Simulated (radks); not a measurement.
Ir72+, 5 electrons, occupied as [He] 2s2 2p1. Calculated with a radial shooting solver on a logarithmic mesh with Libxc functionals: Dirac Kohn-Sham, Slater X-alpha with alpha = 0.938, spin-unpolarised, spherical densities, finite nucleus; open shells are shared between the two j in proportion to 2j + 1; Fermi nuclear charge, rms radius 5.4032 fm.

Unscreened Slater integrals over Kohn-Sham orbitals (cm^-1). Large and small components are both included.

\begin{tabular}{lr}
integral & value \\ \hline
F0(2p3/2,2p3/2) & 3075400 \\
F2(2p3/2,2p3/2) & 1472000 \\
F0(2p3/2,2p1/2) & 3261700 \\
G2(2p3/2,2p1/2) & 1423100 \\
F0(2p3/2,2s1/2) & 2924800 \\
G1(2p3/2,2s1/2) & 1637500 \\
F0(2p3/2,1s1/2) & 4163500 \\
G1(2p3/2,1s1/2) & 744220 \\
F0(2p1/2,2p1/2) & 3500500 \\
F0(2p1/2,2s1/2) & 3085600 \\
G1(2p1/2,2s1/2) & 1570500 \\
F0(2p1/2,1s1/2) & 4840800 \\
G1(2p1/2,1s1/2) & 850650 \\
F0(2s1/2,2s1/2) & 2840000 \\
F0(2s1/2,1s1/2) & 4104400 \\
G0(2s1/2,1s1/2) & 506190 \\
F0(1s1/2,1s1/2) & 1.2028e+07 \\
\end{tabular}
